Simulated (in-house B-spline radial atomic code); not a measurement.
Br⁷⁺. Computed with a B-spline radial atomic code. Model: all-electron spherical atom, spin shells full or empty, radial basis limit, no spin-orbit coupling, Breit or QED, empty-state partial waves extrapolated as (l+1/2)^-4, RPA, G0W0 and static COHSEX of the highest shell as one setting changes (uncorrelated shells keep exact exchange).

Empty levels are discrete states of a finite basis, so the steps are uneven.

Given: element Br; charge 7; filled core Ar; hamiltonian one-electron scalar X2C; mean-field start Hartree-Fock; highest l of empty states 9; nuclear rms radius 4.1629 fm; lowest nl shells left uncorrelated 0; highest mean-field shell 3d; box radius 8.41 bohr.

Shell: 3d 5 5 (electrons up and down).

| highest empty level kept (hartree) | RPA correlation energy (hartree) | G0W0 level (eV) | G0W0 minus most complete (meV) | COHSEX level (eV) | linearised minus solved G0W0 (meV) |
| --- | --- | --- | --- | --- | --- |
| 21.33 | -0.71047 | -192.07 | 1490.6 | -193.48 | -0.6 |
| 42.67 | -1.0097 | -192.58 | 982.7 | -194.9 | -0.4 |
| 74.67 | -1.2382 | -193 | 561.9 | -196.07 | -0.3 |
| 128 | ? | ? | ? | ? | ? |
| 213.33 | -1.5929 | -193.41 | 155 | -197.18 | -0.2 |
| 384 | -1.7336 | -193.52 | 48.3 | -197.46 | -0.2 |
| 640 | ? | ? | ? | ? | ? |
| 1280 | -1.9043 | -193.56 | 4.1 | -197.57 | -0.1 |
| 2560 | -1.9559 | -193.56 | 0.8 | -197.58 | -0.1 |
| 5333.3 | -1.9816 | -193.57 | 0.1 | -197.58 | -0.1 |
| 12800 | -1.9926 | -193.57 | 0 | -197.58 | -0.1 |
| 42667 | -1.9958 | -193.57 | 0 | -197.58 | -0.1 |

(1) What follows for highest empty level kept = 128?

(2) What follows for highest empty level kept = 640?

## Answers

(1) RPA correlation energy -1.4249 hartree; G0W0 level -193.25 eV; G0W0 minus most complete 314.7 meV; COHSEX level -196.74 eV; linearised minus solved G0W0 -0.2 meV.

(2) RPA correlation energy -1.8263 hartree; G0W0 level -193.55 eV; G0W0 minus most complete 17.4 meV; COHSEX level -197.54 eV; linearised minus solved G0W0 -0.2 meV.
